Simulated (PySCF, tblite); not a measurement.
Isomers of C6H6F4O2. Method: GFN2-xTB as coded in tblite; computed harmonic values from a numerical Hessian at the method's own geometry, unscaled. This tight-binding method is rough: wavenumbers can miss measured ones by several per cent, in bad cases by 10 to 20. One conformer each.

Electronic energies: PBE0/pcSseg-1 single points on the GFN2-xTB geometries (PySCF, gas phase).

```
                           SMILES  electronic energy, lowest = 0 (kcal/mol)
         CC(=O)O/C=C(/F)CC(F)(F)F                                       0.0
F[C@@H]1OC[C@]12CO[C@@H]2C(F)(F)F                                      37.1
     COC(=O)/C=C\[C@H](F)C(F)(F)F                                       5.6
```

**Question.** How do GFN2-xTB zero-point energies change the relative energies?

**Answer.** 
| SMILES | ZPE (kcal/mol) | of it from modes above 1550 cm⁻¹ | electronic (kcal/mol) | with ZPE, lowest = 0 (kcal/mol) | lowest mode (cm⁻¹) | rings |
| --- | --- | --- | --- | --- | --- | --- |
| CC(=O)O/C=C(/F)CC(F)(F)F | 72.2 | 31.1 | 0.0 | 0.0 | 22 | 0 |
| COC(=O)/C=C\[C@H](F)C(F)(F)F | 72.4 | 30.8 | 5.6 | 5.7 | 26 | 0 |
| F[C@@H]1OC[C@]12CO[C@@H]2C(F)(F)F | 74.4 | 25.3 | 37.1 | 39.3 | 55 | 2 |

The zero-point energies span 2.2 kcal/mol, from `CC(=O)O/C=C(/F)CC(F)(F)F` to `F[C@@H]1OC[C@]12CO[C@@H]2C(F)(F)F`. The order is unchanged.

**Question.** And how do the electronic energies of GFN2-xTB itself compare?

**Answer.** `CC(=O)O/C=C(/F)CC(F)(F)F` 0.0; `COC(=O)/C=C\[C@H](F)C(F)(F)F` 11.3; `F[C@@H]1OC[C@]12CO[C@@H]2C(F)(F)F` 22.7 kcal/mol, lowest = 0. Against the energies above, taken from the same isomer `CC(=O)O/C=C(/F)CC(F)(F)F`, the largest difference is 14.4 kcal/mol.
